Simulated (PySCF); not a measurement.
Gas-phase XPS of ZnMe2, computed

Compound: ZnMe2, C2H6Zn (singlet state).
Bonds: Zn1–C2, Zn1–C6. Hydrogens: H3, H4, H5 on C2; H7, H8, H9 on C6.

Level of theory: delta-SCF UKS SCAN, pcX-2 on the ionised atom (unc-x2c-TZVPall on a metal), pcseg-1 elsewhere, spin-free X2C in PySCF. Each binding energy is the total energy of the core-ionised species, with the hole localised on one atom, minus that of the ground state; both are solved self-consistently, so orbital relaxation is included.

Task: List the computed XPS lines with their assignment.

Result: 
```csv
atom(s),environment,level,binding energy (eV),count
C2/C6,carbon bonded to Zn and 3 H,C 1s,289.51,2
```

Task: Which photon wavelength matches the C 1s of C2/C6 threshold?

Result: λ = hc/E = 12398.42 eV Å / 289.51 eV = 42.826 Å.

Task: Express the binding energy of C 1s of C2/C6 in atomic units and per mole.

Result: 289.51 eV = 10.6393 Eh = 27933 kJ/mol.

The first atom of each set that the bonding makes equivalent was ionised and stands for the set. Not every level is listed. No level of zinc is listed. Isolated species at its PBE0-D3(BJ)/def2-SVP geometry, gas phase. Metal 2p energies of this one-determinant scheme are less reliable than its 1s energies.

Cost: about 7 s of CPU time on one thread; the machine was shared, so the figure is rough.
